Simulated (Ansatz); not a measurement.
F4Zr, charge -1, doublet, geometry from GFN2-xTB (such geometries of metal compounds can be far from the true shape) (the multiplicity is a formal guess) (core potentials on Zr) (a gas-phase anion, which may not be bound at this level); B3LYP/def2-SVP run with Ansatz (an electronic-structure program).

Here is a job for Ansatz.
Ansatz 0.2 input:
```yaml
crystal:
  periodic: [false, false, false]
  atoms:
    - {symbol: Zr, position_ang: [-0.00000000, -0.00000000, -0.00000000]}
    - {symbol: F, position_ang: [1.24556811, 0.91342607, -1.18855700]}
    - {symbol: F, position_ang: [0.98352643, -1.22128003, 1.15741336]}
    - {symbol: F, position_ang: [-1.28977722, -1.00610477, -1.05956725]}
    - {symbol: F, position_ang: [-0.93931732, 1.31395873, 1.09071089]}
basis:
  gaussian:
    orbitals: def2-SVP
    final_grid: {core_spheres: 14, valence_spheres: 28, degree: 59}
hamiltonian:
  xc: b3lyp
total_charge: -1
magnetization: {spin_polarized: true, initial_magnetization: 1}
```

The log (banner, timings and long lists left out):

```
Functional definition: B3LYP
834 factors; integrals over basis functions are off by at most 5.6e-4 eV
mean field evaluation 1: about -12146.7018 eV, gradient 2.0e1 eV
mean field evaluation 2: about -12133.9166 eV, gradient 6.1e1 eV
mean field evaluation 4: about -12148.4407 eV, gradient 7.9e-1 eV
mean field evaluation 8: about -12148.5336 eV, gradient 3.3e-2 eV
mean field evaluation 16: about -12148.5337 eV, gradient 7.7e-4 eV
mean field evaluation 32: about -12148.5451 eV, gradient 1.2e-3 eV
mean field evaluation 64: about -12147.6833 eV, gradient 2.6e0 eV
mean field evaluation 96: about -12147.7113 eV, gradient 5.3e-6 eV
mean field evaluation 128: about -12147.7113 eV, gradient 6.8e-5 eV
mean field evaluation 160: about -12148.1102 eV, gradient 1.1e0 eV
mean field evaluation 192: about -12148.1101 eV, gradient 2.7e-1 eV
mean field evaluation 224: about -12148.5450 eV, gradient 7.0e-3 eV
mean field evaluation 256: about -12148.1091 eV, gradient 7.5e-1 eV
mean field -12148.54506202 eV, -446.4507964497 hartree, gradient 6.0e-7 eV, S^2 0.750317; 14 other end points of the search recorded, 0 dependent functions left out
reference -12148.54529094 eV, -446.4508048623 hartree; 25, 24 occupied and 62, 63 virtual orbitals, 834 factors
Total energy: -12148.54529094 eV, -446.4508048623 hartree
```
